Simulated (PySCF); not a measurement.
C2H4N2OSSi.
Atom-mapped SMILES: `[SiH3:1][O:2][c:3]1[cH:4][n:5][s:6][n:7]1` (hydrogens: H8, H9, H10 on Si1; H11 on C4)

Theory: PBE0-D3(BJ)/def2-SVP geometry optimisation, gas phase in PySCF 2.14.0.

**Question.** List the bond lengths, angles and torsions at this level.

**Answer.** 
```json
{"bond": "Si1–O2", "length (Å)": "1.708"}
{"bond": "O2–C3", "length (Å)": "1.327"}
{"bond": "C3–C4", "length (Å)": "1.438"}
{"bond": "C4–N5", "length (Å)": "1.307"}
{"bond": "N5–S6", "length (Å)": "1.648"}
{"bond": "S6–N7", "length (Å)": "1.649"}
{"bond": "C3–N7", "length (Å)": "1.310"}
{"bond": "Si1–H8, Si1–H9, Si1–H10", "length (Å)": "1.487"}
{"bond": "C4–H11", "length (Å)": "1.092"}
```

Bonds in one row agree within 0.01 Å and their mean is given. A selection of angles:
```json
{"angle": "O2–Si1–H8", "degrees": "110.0"}
{"angle": "O2–Si1–H9", "degrees": "103.1"}
{"angle": "H8–Si1–H9", "degrees": "111.0"}
{"angle": "Si1–O2–C3", "degrees": "120.6"}
{"angle": "O2–C3–C4", "degrees": "123.5"}
{"angle": "O2–C3–N7", "degrees": "122.6"}
{"angle": "C4–C3–N7", "degrees": "113.9"}
{"angle": "C3–C4–N5", "degrees": "113.2"}
{"angle": "C3–C4–H11", "degrees": "125.1"}
{"angle": "N5–C4–H11", "degrees": "121.7"}
{"angle": "C4–N5–S6", "degrees": "107.9"}
{"angle": "N5–S6–N7", "degrees": "97.7"}
{"angle": "C3–N7–S6", "degrees": "107.3"}
```

Torsions: Si1–O2–C3–C4 180° (antiperiplanar).

The 5-membered ring C3–C4–N5–S6–N7 has internal angles of 97.7° to 113.9°; it is planar, 0.00 Å rms from its mean plane, widest ring torsion 0°. N7 (pyridine-type nitrogen) is bent (angle 107.3°). Si1 (oxygen-bound silicon) is distorted tetrahedral (angles from 103.1° to 111.5°). The 7 heavy atoms lie in one plane (0.003 Å rms).

Point group: Cs (every atom within 0.08 Å of its image). Not checked by PBE0-D3(BJ)/def2-SVP frequencies. One conformer, not necessarily the lowest.

On Arm Neoverse V1, one thread, no GPU, shared host with 32 logical CPUs at a one-minute load of 15, this took 45 s and 0.52 GiB of memory at its peak. That covers the optimisation of the geometry.
